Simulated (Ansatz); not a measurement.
Program: Ansatz. Geometries: PBE0-D4/def2-TZVP. ΔE: electronic, gas phase. CCSD(T)/CBS adds triple-zeta CCSD(T) − MP2 to the extrapolated MP2 energy (def2 sets, frozen cores). This one scheme is used for every species. Functionals use def2-TZVPP. B3LYP here is the variant with VWN-RPA as its local correlation; programs differ in this. For Zn outer-core shells are correlated without core-valence functions, which leaves a few kJ/mol of doubt a bond. Scalar relativity is left out up to krypton. Each species was taken in one conformer, which may not be the lowest.

Consider the substitution at a C–Zn bond: `F[CH2][ZnH]` + `N[SiH2][SiH3]` → `FCN[SiH2][SiH3]` + `[ZnH2]`.

**Question.** Is it downhill or uphill in electronic energy at CCSD(T)/CBS, and by how much? (Best estimate.)

**Answer.** Ansatz gave: Nearly level: ΔE = -0.4 kcal/mol.

**Question.** What do these levels give: PBE-D4, B3LYP-D4, B2PLYP, r2SCAN, B3LYP, MP2/CBS(def2)? (Estimate.)

**Answer.** Computed: PBE-D4 -1.7, B3LYP-D4 -2.1, B2PLYP -1.0, r2SCAN -1.7, B3LYP -0.5, MP2/CBS(def2) 0.3 kcal/mol.

Largest T1 diagnostic among the species: 0.016.

The D4 term adds −1.6 kcal/mol with B3LYP and −1.0 kcal/mol with PBE0; it sums over pairs of atoms, weighted by their polarisabilities, and B3LYP, whose exchange is more repulsive, gets the larger term. In def2-TZVPP, CCSD(T) changes the Hartree–Fock value by +1.6 kcal/mol (the triples alone add −0.1 kcal/mol) and MP2 by +2.4 kcal/mol.
